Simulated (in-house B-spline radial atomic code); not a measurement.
The numbers below are computed, except where a source is named.
Sr in an electron gas of r_s = 3.3: phase shifts, screening and friction

A nucleus sits in a uniform electron gas with a rigid positive background. The Kohn-Sham equations are solved self-consistently in the spin-unpolarised LDA (PW92), non-relativistic, on B-splines with outgoing waves at the boundary and partial waves to l = 8. The model has no lattice, no bands and no magnetic solution. Atomic units; δ_l are the phase shifts at the Fermi level, counted so that each bound state adds π, and good to about 0.0005.

The density parameter is r_s = 3.3 bohr.

```csv
l,δ_l (rad)
0,12.2959
1,9.4011
2,3.8708
3,-0.0181
4,-0.0040
5,-0.0001
6,-0.0003
7,-0.0001
8,-0.0001
```

Bound levels below the band bottom (hartree): s -11.45, p -8.975, d -4.486, s -1.141, p -0.537 and deeper ones.

Question: Check the Friedel sum rule, and say where the screening charge sits.

Answer: k_F = (9π/4)^(1/3)/r_s = 0.58156. The rule is Z = (2/π) Σ (2l + 1) δ_l. The terms are s 7.828, p 17.955, d 12.321, f -0.081 and -0.028 beyond, in all 37.995 against Z = 38. Bound states hold 8 s, 18 p, 10 d electrons, so the scattering states carry 1.99 in all; where a term is smaller than its bound count, the bound level has drawn weight out of the band.

Question: Find the transport cross section and the electronic stopping of a 10 keV Sr ion (mass 87.62 u).

Answer: σ_tr = (4π/k_F²) Σ (l + 1) sin²(δ_l − δ_(l+1)). The terms for l = 0 to 3 are 0.0597, 0.9350, 1.3858, 0.0008, all together 2.3814, so σ_tr = 37.155 × 2.3814 = 88.481 bohr². With n = 3/(4π r_s³) = 0.006643, the friction coefficient is Q = n k_F σ_tr = 0.3418. For v well below v_F = 0.582, dE/dx = Q v; with 24801 eV per u at v = 1, v = √(10000/(24801 × 87.62)) = 0.0678, so dE/dx = 0.02319 hartree/bohr = 11.9 eV/nm. The largest term couples the d and f waves.
